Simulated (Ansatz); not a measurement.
Mulliken charges of CH4GaOS, SMILES `C[O][Ga][SH]` radical from r2SCAN/def2-TZVPP in Ansatz (PBE0-D4/def2-TZVP geometry).

| atom | x (Å) | y (Å) | z (Å) | charge (e) |
| --- | --- | --- | --- | --- |
| C1 | -0.526 | 1.275 | 0.519 | 0.043 |
| O2 | -0.018 | 0.150 | -0.148 | -0.387 |
| Ga3 | 0.391 | -1.458 | 0.537 | 0.353 |
| S4 | 1.153 | -2.859 | -1.030 | -0.277 |
| H5 | 0.136 | 2.131 | 0.355 | 0.055 |
| H6 | -1.516 | 1.528 | 0.125 | 0.054 |
| H7 | -0.624 | 1.129 | 1.602 | 0.042 |
| H8 | 1.004 | -1.896 | -1.960 | 0.116 |

Task: By hand: the dipole of these point charges (1 e Å = 4.8032 D).

Result: Σ q r = (-0.181, 0.301, 0.421) e Å, of length 0.548 e Å = 2.63 D.

Task: How does the dipole of the full density compare? (An estimate is asked.)

Result: The calculation gave: (-0.131, 0.246, 0.252) e Å, 1.80 D; the point charges give 1.46 times that, at 8° from its direction.

Point charges leave out the atoms' own dipoles, such as those of lone pairs, and Mulliken's split depends on the basis, so the two needn't agree.
